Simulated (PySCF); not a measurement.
C2V, SMILES [C]1[C][V]1 (connectivity only; charge and spin as stated), neutral, multiplicity 4. The structure is a stationary point at B3LYP-D3(BJ)/def2-TZVP. The multiplicity is an assumed one; other spin states were not compared.

Computed with B3LYP-D3(BJ)/def2-TZVP in PySCF.

Harmonic wavenumbers (cm⁻¹): 373, 575, 1693. Rotational constants (GHz): 50.79, 9.324, 7.878; symmetry number 2.

**Question.** Work out the zero-point energy and the ideal-gas rigid-rotor harmonic-oscillator thermochemistry at 298.15 K and 1 atm.

**Answer.** ZPE = ½ Σ hcν = ½ × 2642 cm⁻¹ = 3.78 kcal/mol. H − E(el) = 6.47 kcal/mol. Entropy in cal/(mol K): translation 38.86, rotation 20.60, vibration 1.56, spin 2.75, total 63.78. G − E(el) = -12.55 kcal/mol. Cp = 10.60 cal/(mol K).
